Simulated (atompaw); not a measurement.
## An all-electron radial function and its pseudo partner (gallium)

Columns: radius, all-electron u(r) and pseudo u(r) of the 4p shell (level -2.98 eV) of gallium in the configuration [Ar] 3d10 4s1.5 4p1.5; PBE, scalar-relativistic, PAW (atompaw) scheme, atompaw 4.2.0.5.

```json
{"r (bohr)": "0.113", "all-electron": "0.1276", "pseudo": "0.0036"}
{"r (bohr)": "0.227", "all-electron": "0.0106", "pseudo": "0.0144"}
{"r (bohr)": "0.340", "all-electron": "-0.1413", "pseudo": "0.0319"}
{"r (bohr)": "0.454", "all-electron": "-0.2110", "pseudo": "0.0560"}
{"r (bohr)": "0.567", "all-electron": "-0.2005", "pseudo": "0.0854"}
{"r (bohr)": "0.681", "all-electron": "-0.1405", "pseudo": "0.1200"}
{"r (bohr)": "0.794", "all-electron": "-0.0580", "pseudo": "0.1580"}
{"r (bohr)": "0.908", "all-electron": "0.0321", "pseudo": "0.1991"}
{"r (bohr)": "1.021", "all-electron": "0.1193", "pseudo": "0.2416"}
{"r (bohr)": "1.135", "all-electron": "0.2006", "pseudo": "0.2849"}
{"r (bohr)": "1.248", "all-electron": "0.2725", "pseudo": "0.3274"}
{"r (bohr)": "1.362", "all-electron": "0.3356", "pseudo": "0.3687"}
{"r (bohr)": "1.475", "all-electron": "0.3892", "pseudo": "0.4072"}
{"r (bohr)": "1.588", "all-electron": "0.4343", "pseudo": "0.4425"}
{"r (bohr)": "1.702", "all-electron": "0.4719", "pseudo": "0.4743"}
{"r (bohr)": "1.815", "all-electron": "0.5021", "pseudo": "0.5015"}
{"r (bohr)": "1.929", "all-electron": "0.5262", "pseudo": "0.5245"}
{"r (bohr)": "2.042", "all-electron": "0.5444", "pseudo": "0.5426"}
{"r (bohr)": "2.156", "all-electron": "0.5578", "pseudo": "0.5563"}
{"r (bohr)": "2.269", "all-electron": "0.5666", "pseudo": "0.5656"}
{"r (bohr)": "2.383", "all-electron": "0.5715", "pseudo": "0.5710"}
{"r (bohr)": "2.496", "all-electron": "0.5730", "pseudo": "0.5727"}
{"r (bohr)": "2.610", "all-electron": "0.5715", "pseudo": "0.5714"}
{"r (bohr)": "2.723", "all-electron": "0.5675", "pseudo": "0.5675"}
{"r (bohr)": "2.837", "all-electron": "0.5613", "pseudo": "0.5613"}
{"r (bohr)": "2.950", "all-electron": "0.5533", "pseudo": "0.5533"}
```

Problem. How many radial nodes do the two functions have?

Solution. The all-electron 4p function has n − l − 1 = 2; the pseudo-wave has 0, since the states of the same l below it are removed with the core.

Problem. Where does each function peak?

Solution. Outermost all-electron maximum near 2.50 bohr, pseudo maximum near 2.50 bohr (to the table’s step).

Problem. Is the pseudo-wave norm-conserving?

Solution. No, it belongs to a PAW set: the norm inside the radius is not constrained, and the difference is carried by the augmentation charge.
